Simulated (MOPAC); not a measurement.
MOPAC input (AM1):

```
AM1 1SCF CHARGE=1 GEO-OK AUX(PRECISION=9) THREADS=1
H3BCl2N

N    -1.73898500 1   -0.07435200 1    0.10232300 1
B    -0.17316000 1   -0.01264000 1    0.00929900 1
Cl    0.64376800 1   -1.50731400 1   -0.01466300 1
Cl    0.49617500 1    1.55446700 1   -0.05246100 1
H    -2.09529300 1   -1.03416700 1    0.10808000 1
H    -2.07199700 1    0.39286800 1    0.95316700 1
H    -2.17306000 1    0.42336000 1   -0.68288500 1
```

Output:

```
 *******************************************************************************
 **                                                                           **
 **                              MOPAC v23.2.5                                **
 **                                                                           **
 *******************************************************************************
 ** MOPAC's Digital Object Identifier: https://doi.org/10.5281/zenodo.6511958 **
 **                                                                           **
 ** Please cite the open-source release paper for use of this MOPAC version:  **
 ** J. E. Moussa and J. J. P. Stewart (2026)                                  **
 ** MOPAC: An open-source semiempirical molecular orbital program             **
 ** J. Open Source Softw., 11(119), 8025, https://doi.org/10.21105/joss.08025 **
 *******************************************************************************

                              AM1 CALCULATION RESULTS

 *******************************************************************************
 *  AM1        - The AM1 Hamiltonian to be used
 *  GEO-OK     - OVERRIDE INTERATOMIC DISTANCE AND OTHER SAFETY CHECKS
 *
 *
 *
 *                 CHARGE ON SYSTEM = +1
 *
 *
 *
 *  1SCF       - DO 1 SCF AND THEN STOP
 *  AUX        - OUTPUT AUXILIARY INFORMATION
 *******************************************************************************
AM1 1SCF CHARGE=1 GEO-OK AUX(PRECISION=9) THREADS=1
 H3BCl2N

   ATOM   CHEMICAL          X               Y               Z
  NUMBER   SYMBOL      (ANGSTROMS)     (ANGSTROMS)     (ANGSTROMS)

     1       N         -1.73898500  *  -0.07435200  *   0.10232300  *
     2       B         -0.17316000  *  -0.01264000  *   0.00929900  *
     3      Cl          0.64376800  *  -1.50731400  *  -0.01466300  *
     4      Cl          0.49617500  *   1.55446700  *  -0.05246100  *
     5       H         -2.09529300  *  -1.03416700  *   0.10808000  *
     6       H         -2.07199700  *   0.39286800  *   0.95316700  *
     7       H         -2.17306000  *   0.42336000  *  -0.68288500  *

          CARTESIAN COORDINATES

    NO.       ATOM           X           Y           Z

     1         N         -1.7390     -0.0744      0.1023
     2         B         -0.1732     -0.0126      0.0093
     3        Cl          0.6438     -1.5073     -0.0147
     4        Cl          0.4962      1.5545     -0.0525
     5         H         -2.0953     -1.0342      0.1081
     6         H         -2.0720      0.3929      0.9532
     7         H         -2.1731      0.4234     -0.6829

  H: (AM1): M.J.S. DEWAR ET AL, J. AM. CHEM. SOC. 107 3902-3909 (1985)
  B: (AM1): M.J.S. DEWAR ET AL, ORGANOMETALLICS, 7, 513-521 (1988)
  N: (AM1): M.J.S. DEWAR ET AL, J. AM. CHEM. SOC. 107 3902-3909 (1985)
 Cl: (AM1): M.J.S. DEWAR AND E. G. ZOEBISCH, THEOCHEM, 180, 1 (1988).

           Empirical Formula: H3 N B Cl2  =     7 atoms

      MOLECULAR POINT GROUP   :   Cs

      RHF CALCULATION, NO. OF DOUBLY OCCUPIED LEVELS = 12

 -------------------------------------------------------------------------------
 AM1 1SCF CHARGE=1 GEO-OK AUX(PRECISION=9) THREADS=1
 H3BCl2N

     1SCF WAS SPECIFIED, SO BFGS WAS NOT USED
     SCF FIELD WAS ACHIEVED

                              AM1 CALCULATION
                                                       MOPAC v23.2.5 Linux

          FINAL HEAT OF FORMATION =         78.48054 KCAL/MOL =     328.36260 KJ/MOL

          COSMO AREA              =        112.61 SQUARE ANGSTROMS
          COSMO VOLUME            =         98.11 CUBIC ANGSTROMS

          IONIZATION POTENTIAL    =         17.304353 EV
          HOMO LUMO ENERGIES (EV) =        -17.304 -6.132
          NO. OF FILLED LEVELS    =         12
          MOLECULAR WEIGHT        =         98.7464         POINT GROUP:  Cs

          MOLECULAR DIMENSIONS (Angstroms)

            Atom       Atom       Distance
            H     5   Cl     4     3.66640
           Cl     3    H     7     3.42786
           Cl     3    H     6     1.58381

          SCF CALCULATIONS        =          1

   ATOM   CHEMICAL          X               Y               Z
  NUMBER   SYMBOL      (ANGSTROMS)     (ANGSTROMS)     (ANGSTROMS)

     1       N         -1.73898500  *  -0.07435200  *   0.10232300  *
     2       B         -0.17316000  *  -0.01264000  *   0.00929900  *
     3      Cl          0.64376800  *  -1.50731400  *  -0.01466300  *
     4      Cl          0.49617500  *   1.55446700  *  -0.05246100  *
     5       H         -2.09529300  *  -1.03416700  *   0.10808000  *
     6       H         -2.07199700  *   0.39286800  *   0.95316700  *
     7       H         -2.17306000  *   0.42336000  *  -0.68288500  *

                             CARTESIAN COORDINATES

   1    N       -1.738985000    -0.074352000     0.102323000
   2    B       -0.173160000    -0.012640000     0.009299000
   3   Cl        0.643768000    -1.507314000    -0.014663000
   4   Cl        0.496175000     1.554467000    -0.052461000
   5    H       -2.095293000    -1.034167000     0.108080000
   6    H       -2.071997000     0.392868000     0.953167000
   7    H       -2.173060000     0.423360000    -0.682885000

           Empirical Formula: H3 N B Cl2  =     7 atoms

      MOLECULAR POINT GROUP   :   Cs

                  EIGENVALUES
 -43.63156 -43.11328 -42.14429 -28.30665 -24.71394 -24.28722 -22.47597 -20.56165
 -18.79450 -17.75975 -17.38860 -17.30435  -6.13221  -5.10399  -3.79625  -2.82091
  -2.18502  -1.87763  -1.74613

              NET ATOMIC CHARGES AND DIPOLE CONTRIBUTIONS

  ATOM NO.   TYPE          CHARGE      No. of ELECS.   s-Pop       p-Pop
    1          N          -0.174012        5.1740     1.46799     3.70602
    2          B           0.205066        2.7949     1.20074     1.59419
    3         Cl           0.091810        6.9082     1.98103     4.92716
    4         Cl           0.085448        6.9146     1.98114     4.93341
    5          H           0.262643        0.7374     0.73736
    6          H           0.264558        0.7354     0.73544
    7          H           0.264487        0.7355     0.73551
 DIPOLE           X         Y         Z       TOTAL
 POINT-CHG.    -6.646    -0.258     0.398     6.662
 HYBRID        -0.864    -0.012     0.052     0.866
 SUM           -7.509    -0.270     0.450     7.528

          ATOMIC ORBITAL ELECTRON POPULATIONS

     Atom    s        px        py        pz
    1  N   1.46799   1.27646   1.21401   1.21554
    2  B   1.20074   0.57702   0.72535   0.29182
    3 Cl   1.98103   1.74839   1.31412   1.86465
    4 Cl   1.98114   1.81598   1.25049   1.86694
    5  H   0.73736
    6  H   0.73544
    7  H   0.73551

 **********************
 *                    *
 * JOB ENDED NORMALLY *
 *                    *
 **********************

 == MOPAC DONE ==
```

The dipole moment of an ion depends on the origin.

The geometry given is a B3LYP-D3(BJ)/def2-TZVP minimum.
